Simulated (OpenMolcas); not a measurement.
Ir3+ among 6 point charges of -1.5 e arranged as a trigonal antiprism (D3d), with a polar angle of 52.0° against the regular 54.74°.

```
Program             : OpenMolcas 26.06
Method              : SS-CASPT2, IPEA 0.25 Eh, imaginary shift 0.1 Eh (closed shells correlated: 5s 5p)
Basis               : ANO-RCC-VTZP [8s7p5d3f1g]
Scalar Hamiltonian  : DKH2, point nucleus
Active space        : 6 electrons in 5 orbitals (5d)
State averaging     : 2S+1 = 5 even, 5 roots; 2S+1 = 3 even, 45 roots; 2S+1 = 1 even, 50 roots
Spin-orbit coupling : RASSI with atomic mean-field integrals over the reference wave functions
```

All point charges move together. At R = 2.06 Å the first state of the same spin is 1880 cm-1, and at R = 2.19 Å it is 1690 cm-1.

A third run gives 2070 cm-1. What distance was it run at?

With a power law R^-n the two known points give n = -ln(1690 / 1880) / ln(2.19 / 2.06) = 1.74. Then R = 2.06 × (1880 / 2070)^(1/1.74) = 1.949 Å. The run was at 1.93 Å, so the estimate is off by +0.019 Å.

Roots that are degenerate in the reference are averaged as groups; the widest CASPT2 spread within a group is 200 cm-1 (the 2-fold group of multiplicity 1 near 60800 cm-1 above the lowest state of its run, R = 1.93). Shifts and gaps below about the spread of the groups concerned are not significant. An orbital doublet at a regular site is open to a Jahn-Teller distortion, which this geometry leaves out. This shell can be high or low spin here, a state of another spin lies low, and with metal d orbitals alone active their balance is uncertain, so the ground spin may be wrong. Point charges give a weaker field than real ligands, and real ions of this kind are as a rule low spin; the high spin found here belongs to the model. Free-ion shares, where given, are those of the reference states; single-state CASPT2 does not remix them. This is an electrostatic model: the charges have no orbitals. No measured value stands beside these numbers.
